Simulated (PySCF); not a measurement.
# Vertical excitation energies

C₇H₉N.
SMILES: `CC1=CC[C@H](C#N)C1`

Computed, not measured: TDDFT CAM-B3LYP/def2-SVPD, vertical, gas phase, core orbitals frozen in the response (PySCF). Geometry: PBE0-D3(BJ)/def2-SVP, one conformer, isolated molecule.

**Question.** List the vertical singlet excitations with oscillator strengths and describe the spectrum.

**Answer.** 

| state | λ (nm) | E (eV) | f | \|μ\| (D) | main configurations (H = HOMO, L = LUMO) |
| --- | --- | --- | --- | --- | --- |
| S1 | 189.5 | 6.54 | 0.0040 | 0.40 | H→L (95%) |
| S2 | 181.7 | 6.82 | 0.271 | 3.24 | H→L+1 (95%) |
| S3 | 169.9 | 7.30 | 0.0046 | 0.41 | H→L+2 (93%) |
| S4 | 164.2 | 7.55 | 0.0018 | 0.25 | H→L+3 (72%), H→L+4 (12%), H→L+5 (8%) |
| S5 | 163.0 | 7.61 | 0.0000 | 0.04 | H-1→L+6 (13%), H-2→L+5 (12%), H-1→L+4 (12%) |
| S6 | 157.6 | 7.87 | 0.027 | 0.95 | H→L+5 (60%), H→L+3 (16%), H→L+4 (8%) |

The lowest singlet lies at 6.54 eV (189 nm, vacuum ultraviolet) and is very weak; its leading configuration is HOMO→LUMO (95%). The strongest level in the table is S2 at 6.82 eV (182 nm, f = 0.271). Löwdin shares by element: HOMO carbon 76% or more (atoms not listed hold the other 24%); LUMO carbon 32% or more, hydrogen 8% or more (atoms not listed hold the other 60%). Of the 6 states listed, 2 reach f = 0.01 and 1 stays under 0.0005. The listed states span 1.32 eV, and the widest gap between neighbours is 0.48 eV (S2 to S3). The oscillator strengths of these states sum to 0.308; summed over the whole spectrum of an exact calculation they would give the number of electrons, 58 (Thomas–Reiche–Kuhn). Only the lowest 6 singlets were computed, as vertical energies without vibronic structure.
